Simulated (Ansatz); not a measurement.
H8N2Si2, SMILES `N[SiH](N)[SiH3]`, 12 atoms. The species carries charge 0 and has multiplicity 1. All runs use 4 threads of a server CPU on a shared host. Correlated methods freeze the cores.

Give the basis size and wall time and peak host memory of each of these runs in Ansatz. RKS ωB97M-V/def2-TZVPP energy and forces; RKS PBE0-D4/def2-TZVP relaxation (9 steps); direct RPA on PBE orbitals/def2-TZVPP energy; RKS revPBE-D4/def2-TZVPP energy; RKS PBE0-D4/def2-SVP energy; RHF-CCSD(T)/def2-SVP energy; RKS ωB97M-V/def2-SVP energy; RKS PBE0-D4/def2-TZVP frequencies; RHF-MP2/def2-QZVPP energy; RKS BLYP-D4/def2-TZVPP energy; RKS ωB97M-V/def2-QZVPP energy; RKS HSE06-D4/def2-TZVPP energy. (An estimate is asked.)

Ansatz gave: Other jobs shared the machine, so times are rough.

| level | job | functions | wall time | peak host memory (GiB) |
| --- | --- | --- | --- | --- |
| RKS PBE0-D4/def2-SVP | energy | 104 | 1 s | 0.23 |
| RKS revPBE-D4/def2-TZVPP | energy | 258 | 2.8 s | 0.33 |
| RKS BLYP-D4/def2-TZVPP | energy | 258 | 3 s | 0.34 |
| RKS ωB97M-V/def2-SVP | energy | 104 | 4 s | 0.33 |
| RHF-CCSD(T)/def2-SVP | energy | 104 | 4.1 s | 0.43 |
| RKS HSE06-D4/def2-TZVPP | energy | 258 | 5 s | 0.65 |
| direct RPA on PBE orbitals/def2-TZVPP | energy | 258 | 5.5 s | 0.65 |
| RKS ωB97M-V/def2-TZVPP | energy and forces | 258 | 14 s | 0.91 |
| RKS ωB97M-V/def2-QZVPP | energy | 494 | 19 s | 2.1 |
| RHF-MP2/def2-QZVPP | energy | 494 | 22 s | 3 |
| RKS PBE0-D4/def2-TZVP | relaxation (9 steps) | 184 | 31 s | 0.44 |
| RKS PBE0-D4/def2-TZVP | frequencies | 184 | 2.1 min | 0.45 |

HSE06 is defined as in plane-wave codes.
